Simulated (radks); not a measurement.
Problem. Species: Nd. Configuration: [Xe] 4f4 6s2 (the NIST ground configuration). All-electron calculation, non-relativistic Kohn-Sham, LDA (Slater exchange, Perdew-Zunger correlation), spin-polarised, spherical densities, point nucleus; open shells are filled with parallel spins first (spin-orbit coupling, left out, can overturn this in heavy ions); relativity is left out, which matters for an element this heavy. Program: a radial shooting solver on a logarithmic mesh with Libxc functionals. Some entries of the table are withheld. Estimate them.

orbital,occ.,eigenvalue (eV),<1/r> (bohr^-1),<r> (bohr)
1s down,1,-41080.60,59.42,0.02532
1s up,1,-41080.60,59.42,0.02532
2s up,1,-6438.156,13.75,0.1082
2s down,1,-6438.104,13.75,0.1082
2p up,3,-6104.495,13.78,0.09184
2p down,3,-6104.465,13.78,0.09184
3s up,1,-1392.335,5.128,0.2820
3s down,1,-1390.959,5.131,0.2818
3p up,3,-1246.158,5.066,0.2717
3p down,3,-1244.890,5.069,0.2715
3d up,5,-972.8939,4.957,0.2427
3d down,5,-971.9464,4.960,0.2425
4s up,1,-273.1346,2.174,0.6404
4s down,1,-270.1931,2.174,0.6404
4p up,3,-217.8144,2.081,0.6585
4p down,3,-214.8824,2.081,0.6585
4d up,5,-120.1063,1.872,0.7064
4d down,5,-117.2061,1.870,0.7070
5s up,1,-36.9071,0.8473,1.551
5s down,1,-35.4169,0.8363,1.568
5p up,3,-22.1989,0.7426,1.757
5p down,3,-21.0113,0.7294,1.785
4f up,4,(1),1.318,1.016
6s up,1,(2),0.2740,4.568
6s down,1,(3),0.2688,4.652
4f down,0,(4),1.283,1.072
5d up,0,-2.8023,0.4392,3.030
5d down,0,-2.3950,0.4155,3.210
6p up,0,-1.4251,0.2072,5.992
6p down,0,-1.3641,0.2032,6.107
7s up,0,-0.1024,0.09066,14.59
7s down,0,-0.0899,0.08793,15.12

Solution. 
(1) 4f up eigenvalue (eV): -5.7868
(2) 6s up eigenvalue (eV): -3.4849
(3) 6s down eigenvalue (eV): -3.3566
(4) 4f down eigenvalue (eV): -3.2986
